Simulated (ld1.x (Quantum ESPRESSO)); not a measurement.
# Configuration tests for bismuth (TM)

```
Element                 : bismuth (Bi)
Generator               : ld1.x (Quantum ESPRESSO) 7.5
Type                    : norm-conserving Troullier–Martins (Kleinman–Bylander form)
Functional              : PBE
Relativity              : scalar-relativistic
Frozen core             : [Xe] 4f14
Valence charge          : 15
Reference configuration : 5d10 6s2 6p2 (charge +1)
Partial waves           : 6s (bound): rc 1.60 bohr; 6p (bound): rc 2.50 bohr; 5d (bound): rc 1.70 bohr; 5f channel at 0.45 Ry: rc 2.35 bohr
Local potential         : all-electron potential smoothed inside 2.10 bohr (lloc = -2)
Core correction         : none
```

Energies are relative to the spin-unpolarised reference configuration 5d10 6s2 6p2; without spin polarisation the order of configurations can differ from experiment.

| valence configuration | charge | ΔE all-electron (eV) | error AE − PS (meV) |
| --- | --- | --- | --- |
| 5d10 6s2 6p3 | 0 | -7.913 | +6.2 |
| 5d10 6s2 6p1 | +2 | 15.247 | -4.1 |
| 5d9 6s2 6p4 | 0 | 16.295 | -193 |
| 5d9 6s2 6p3 | +1 | 25.409 | -140 |
| 5d10 6s0 6p5 | 0 | 12.589 | -22 |
| 5d10 6s2 6p3.3 | -0.3 | -9.006 | +8.0 |

Q: What are ΔE and the potential's error for 5d10 6s2 6p0?

A: ΔE = 38.590 eV all-electron; the error (AE − PS) is -6.7 meV.

Levels in the configuration 5d10 6s0 6p5:

```json
{"level": "5d", "all-electron (eV)": "-30.230", "pseudo (eV)": "-30.391"}
{"level": "6p", "all-electron (eV)": "-5.866", "pseudo (eV)": "-5.857"}
```
